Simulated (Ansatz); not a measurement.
A nudged elastic band was laid between two geometries of Cl2FHSi + H2 (7 atoms, charge 0, multiplicity 1).

All numbers below come from RKS PBE0-D4/def2-SVP (Ansatz 0.2.0).

- movable images: 7
- climbing image: yes
- spring: 20.0 eV/Å²
- optimiser: quadratic models (default)
- start path: through a guess of the saddle point
- force threshold: 0.05 eV/Å
- iteration limit: 60
- end points: relaxed

Image 0:

```xyz
7
Properties=species:S:1:pos:R:3
Si -0.865 0.413 -0.571
F 0.616 1.014 -0.370
Cl -0.692 -1.407 -1.466
Cl -1.718 0.213 1.268
H -1.645 1.339 -1.412
H 2.046 -0.490 1.060
H 2.257 -1.081 1.491
```

Image 8:

```xyz
7
Properties=species:S:1:pos:R:3
Si -0.666 0.067 0.385
F 2.026 0.579 -0.643
Cl -0.157 -1.470 -0.931
Cl -2.554 -0.333 1.095
H -0.708 1.334 -0.374
H 1.780 -0.216 -1.055
H 0.279 0.037 1.521
```

Question: What changes between the two ends?

Answer: Bonds broken: Si1–F2, H6–H7. Bonds formed: Si1–H7, F2–H6. Cl2FHSi + H2 becomes Cl2H2Si + FH.

Question: Give the energies along the band, and the barrier.

Answer: It converged. The highest image is number 4 of 0 to 8, 2.29 eV above the first end and 1.35 eV above the last; the last end lies 0.94 eV above the first. Neighbouring images differ by up to 1.2 eV, so the band resolves the path poorly. Another band between the same ends (7 images) ends at a top of the same energy, where a vibrational analysis finds 1 clearly imaginary mode. The orbitals stay closed-shell, which can raise the energy where a bond breaks towards radicals; this wasn't checked here.

| image | path coordinate (Å) | energy (eV) | Si1–F2 (Å) | H6–H7 (Å) | Si1–H7 (Å) |
| --- | --- | --- | --- | --- | --- |
| 0 | 0.00 | 0.00 | 1.61 | 0.76 | 4.03 |
| 1 | 0.79 | 0.01 | 1.61 | 0.76 | 3.44 |
| 2 | 1.57 | 0.24 | 1.61 | 0.76 | 2.83 |
| 3 | 2.36 | 1.06 | 1.65 | 0.77 | 2.23 |
| 4 | 3.15 | 2.29 | 1.90 | 0.99 | 1.68 |
| 5 | 3.87 | 1.34 | 2.47 | 1.47 | 1.51 |
| 6 | 4.60 | 1.08 | 2.85 | 2.12 | 1.49 |
| 7 | 5.33 | 1.01 | 2.89 | 2.61 | 1.48 |
| 8 | 6.05 | 0.94 | 2.93 | 2.99 | 1.48 |

Question: What is the geometry of the highest image?

Answer: 
```xyz
7
Properties=species:S:1:pos:R:3:forces:R:3
Si -0.363 0.081 -0.118 -0.01 -0.01 0.01
F 1.363 0.594 -0.712 0.02 0.01 -0.03
Cl -0.512 -1.540 -1.355 0.00 0.00 0.00
Cl -1.753 -0.257 1.406 0.00 0.00 0.00
H -0.870 1.361 -0.644 0.00 0.01 0.00
H 1.361 0.070 0.363 -0.01 -0.01 0.02
H 0.775 -0.308 1.060 0.00 0.01 -0.01
```

Run time: 60 s on 2 threads of AMD EPYC 9R45 96-Core Processor (Zen 5), with other jobs on the host, peak memory 0.19 GiB.
